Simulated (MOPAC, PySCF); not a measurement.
C5H4, SMILES `C#CC=C=C`, neutral singlet in the gas phase. 

Cartesian coordinates (Å):
```xyz
9

C      2.5412     0.4189     0.3853
C      1.5011    -0.0261    -0.0218
C      0.2981    -0.5799    -0.5287
C     -0.8970    -0.1826    -0.1675
C     -2.0852     0.1987     0.1787
H      3.4563     0.8194     0.7517
H      0.3846    -1.3814    -1.2599
H     -2.5991     0.9918    -0.3559
H     -2.6000    -0.2588     1.0181
```
Charge 0, spin multiplicity 1.

All levels are single points at this geometry (PBE0-D3(BJ)/def2-TZVP); Pople sets use spherical d functions. Orbital energies aren't observables, and empty levels follow the basis.

SVWN5/6-31G* in PySCF gives gap (eV) = 4.31.

Task: Estimate the gap (eV) from each of these levels: PBE0-D3(BJ)/def2-TZVP in PySCF; M06-2X/6-31G* in PySCF; PBE/6-31G* in PySCF; HF/3-21G in PySCF; PM7 in MOPAC.

Result: 
```
level                           gap (eV)
------------------------------  --------
PBE0-D3(BJ)/def2-TZVP in PySCF      6.29
M06-2X/6-31G* in PySCF              8.43
PBE/6-31G* in PySCF                 4.35
HF/3-21G in PySCF                  12.68
PM7 in MOPAC                        9.97
```
